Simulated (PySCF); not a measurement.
Species: C4H7F2NOSi2.
SMILES with atom numbers: `[N:1]#[C:2][C:3]([F:4])([F:5])[C@@H:6]1[CH2:7][SiH2:8][O:9][SiH2:10]1`

Geometry (GFN2-xTB, Å), atoms numbered from 1 in this order:
```
atom  x, y, z in Å
N1    -2.6779   -1.9760   -1.4500
C2    -2.3302   -1.0945   -0.8139
C3    -1.8015    0.0312   -0.0403
F4    -2.0462   -0.1728    1.2887
F5    -2.4993    1.1666   -0.3562
C6    -0.3200    0.2318   -0.3010
C7     0.4943   -1.0258    0.0349
Si8    2.2737   -0.4462    0.4384
O9     1.9234    1.1057    0.8537
Si10   0.4138    1.7085    0.7014
H11   -0.2253    0.4500   -1.3701
H12    0.4311   -1.7600   -0.7686
H13    0.0655   -1.4980    0.9223
H14    2.8436   -1.0713    1.6219
H15    3.1404   -0.3861   -0.7328
H16   -0.1789    1.8375    2.0227
H17    0.4867    2.9115   -0.1127
```

NICS = −σ at a ghost point: NICS(0) at the centroid of the ring atoms, NICS(1) 1 Å to either side along the normal of their mean plane, zz for the tensor component along that normal. Level: GIAO PBE0/pcSseg-1 (PySCF, non-relativistic, gas phase) on the GFN2-xTB geometry, one conformer.

Ring bond lengths (Å), with Mayer bond orders in brackets: C6–C7 1.535 (0.99), C7–Si8 1.914 (0.88), Si8–O9 1.644 (0.91), O9–Si10 1.633 (0.96), Si10–C6 1.930 (0.78).

Q: What do the NICS probes read (ppm)?

A: 
```tsv
ring	type	NICS(0)	NICS(1), two faces	NICS(1)zz, two faces	rms pucker (Å)	centre to ring atoms, mean (Å)
C6–C7–Si8–O9–Si10	5-membered ring with O and 2 Si; formal bonds all single	-5.1	-2.8 / -3.0	-1.2 / -2.4	0.14	1.46
```

Q: What can be read from them?

A: 
- C6–C7–Si8–O9–Si10: mean NICS(1)zz -1.8 ppm, near zero. C6, C7, Si8, Si10 have four or more neighbours, so the value isn't read as a sign of a π ring current.

Q: At the first NICS(1) probe listed for ring C6–C7–Si8–O9–Si10, 1 Å off the ring, how large is the induced field along the normal in 14.1 T applied along it?

A: NICSzz × B0 = -1.2 ppm × 14.1 T = -17 μT, against the applied field.

Q: How shielded are the nuclei of the rings and their hydrogens (means over atoms taken as equivalent)?

A: 
| atoms | environment | σ isotropic (ppm) | principal values of the symmetric part, first atom (ppm) |
| --- | --- | --- | --- |
| C6 | sp3 carbon bound to silicon | 146.9 | 123.9, 141.9, 174.9 |
| C7 | sp3 carbon bound to silicon | 174.3 | 153.4, 176.6, 193.0 |
| Si8 | oxygen-bound silicon | 349.5 | 293.4, 345.1, 410.0 |
| O9 | siloxane oxygen | 300.0 | 222.1, 313.1, 364.6 |
| Si10 | oxygen-bound silicon | 358.9 | 313.5, 341.0, 422.3 |
| H11 | methine hydrogen | 29.53 | 26.3, 27.9, 34.4 |
| H12 | methylene hydrogen | 30.25 | 25.5, 28.1, 37.1 |
| H13 | methylene hydrogen | 30.43 | 25.5, 29.8, 36.0 |
| H14 | Si–H hydrogen | 26.37 | 22.9, 23.9, 32.3 |
| H15 | Si–H hydrogen | 26.51 | 22.8, 24.1, 32.7 |
| H16 | Si–H hydrogen | 26.53 | 22.4, 25.6, 31.5 |
| H17 | Si–H hydrogen | 26.51 | 22.5, 24.8, 32.2 |
